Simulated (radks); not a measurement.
Values are calculated unless marked as measured or tabulated.
Numerical settings for the cobalt ion Co+, [Ar] 3d8. Level of theory: non-relativistic Kohn-Sham, r2SCAN, spin-polarised, spherical densities, point nucleus; open shells are filled with parallel spins first; meta-GGA in the generalised Kohn-Sham scheme (a radial shooting solver on a logarithmic mesh with Libxc functionals). The defaults (mesh step 0.008 in ln r, mesh end at 40 bohr or more with all orbitals vanishing there, Anderson mixing 0.5 over 9 steps, residual threshold near 1e-9 with the energy settled to 1e-9 hartree or 1e-11 of itself, here a cap of 72 iterations) give E = -1382.393 hartree and 3d at -10.900 eV in 13 iterations. Run on one thread of a shared host, so times are rough (Arm Neoverse V1): 0.14 s of CPU time, 0.14 s wall, 13 iterations on 2476 mesh points. Changes against that run (0 stands for a change within the tolerance of the run):

[
 {"setting": "mesh step in ln r 0.12", "iterations": "4", "converged": "no", "E (mhartree)": "diverged", "e(3d) (meV)": "-", "CPU (s)": "0.01"},
 {"setting": "mesh step in ln r 0.08", "iterations": "13", "converged": "yes", "E (mhartree)": "+3.58", "e(3d) (meV)": "-0.94", "CPU (s)": "0.03"},
 {"setting": "mesh step in ln r 0.05", "iterations": "13", "converged": "yes", "E (mhartree)": "-0.19", "e(3d) (meV)": "-0.0102", "CPU (s)": "0.03"},
 {"setting": "mesh end (bohr) 3", "iterations": "12", "converged": "yes", "E (mhartree)": "+297", "e(3d) (meV)": "+6.49e+03", "CPU (s)": "0.12"},
 {"setting": "mesh end (bohr) 12", "iterations": "13", "converged": "yes", "E (mhartree)": "0", "e(3d) (meV)": "+0.0171", "CPU (s)": "0.13"},
 {"setting": "residual threshold 0.1", "iterations": "11", "converged": "yes", "E (mhartree)": "0", "e(3d) (meV)": "-2.12", "CPU (s)": "0.12"},
 {"setting": "residual threshold 1e-13", "iterations": "72", "converged": "no", "E (mhartree)": "0", "e(3d) (meV)": "0", "CPU (s)": "0.47"},
 {"setting": "mixing 1", "iterations": "13", "converged": "yes", "E (mhartree)": "0", "e(3d) (meV)": "0", "CPU (s)": "0.14"},
 {"setting": "linear mixing, mixing 0.8", "iterations": "72", "converged": "no", "E (mhartree)": "+2.04e+04", "e(3d) (meV)": "+8e+03", "CPU (s)": "1.4"},
 {"setting": "linear mixing, mixing 0.05", "iterations": "72", "converged": "no", "E (mhartree)": "+0.0829", "e(3d) (meV)": "-263", "CPU (s)": "0.61"},
 {"setting": "mixing history 20", "iterations": "15", "converged": "yes", "E (mhartree)": "0", "e(3d) (meV)": "+0.0106", "CPU (s)": "0.15"},
 {"setting": "iteration cap 8", "iterations": "8", "converged": "no", "E (mhartree)": "+0.00304", "e(3d) (meV)": "+20", "CPU (s)": "0.08"}
]

Settings that end as converged yet miss the energy by more than 1 mhartree: mesh step in ln r 0.08 (+0.00358 hartree); mesh end (bohr) 3 (+0.297 hartree). A mesh that ends early acts as a hard wall.
